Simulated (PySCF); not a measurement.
Name the molecule from its bond curve

A diatomic of charge 0 contains Se. Its singlet curve at r²SCANh in a double-zeta basis (no relativity, PySCF), in eV from the separated fragments:

```
R (Å)  E (eV)
1.446  -4.037
1.514  -5.042
1.581  -5.600
1.631  -5.800
1.682  -5.858
1.732  -5.805
1.800  -5.605
1.884  -5.212
1.985  -4.613
2.119  -3.718
```

The fit gives ωe = 1065 cm⁻¹ and the rotational constant Bₑ = 0.5719 cm⁻¹.

Which atom is the partner?

The minimum lies at 1.681 Å, so the reduced mass is 16.8576 u Å² cm⁻¹/(Bₑ·Re²) = 10.43 u. With Se at 79.92 u the partner weighs about 12.0 u: C. The molecule is CSe.
